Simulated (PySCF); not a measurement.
Aluminum triethanolate, C6H15AlO3.
Bonds: C1–C2, C2–O3, O3–Al4, Al4–O5, O5–C6, C6–C7, Al4–O8, O8–C9, C9–C10. Hydrogens: H11, H12, H13 on C1; H14, H15 on C2; H16, H17 on C6; H18, H19, H20 on C7; H21, H22 on C9; H23, H24, H25 on C10.

The calculation used PBE0-D3(BJ)/def2-SVP geometry optimisation, gas phase (PySCF).

How far are the bound atoms from Al4?

3 atoms: O8 1.692 Å, O5 1.693 Å, O3 1.693 Å. The nearest atom not counted as bound is C2, at 2.85 Å (others tie with it).

List the angles at Al4.

```csv
angle,degrees,distance of the outer atoms (Å)
O5–Al4–O8,120.2,2.93
O3–Al4–O8,119.9,2.93
O3–Al4–O5,119.9,2.93
```

What is the shape at Al4?

Planar: angles 120.2°, 119.9° and 119.9°, sum 360.0°, 0.00 Å off the plane of its three neighbours.

What are the other bond lengths?

C1–C2, C6–C7, C9–C10 1.516 Å; C2–O3, O5–C6, O8–C9 1.397 Å. (A selection.)

Give some angles away from the centre.

C1–C2–O3 112.2°, C2–O3–Al4 134.2°, Al4–O5–C6 134.9°.

Point group: near C3, missed by 0.16 Å at most; the miss may be what the optimiser left on a soft mode. Charge 0, singlet. No PBE0-D3(BJ)/def2-SVP frequencies stand behind this structure, so it isn't proved a minimum.

The run took 12 min on Arm Neoverse V1, one thread, on a shared host. That covers the optimisation of the geometry.

One conformer stands for the species.
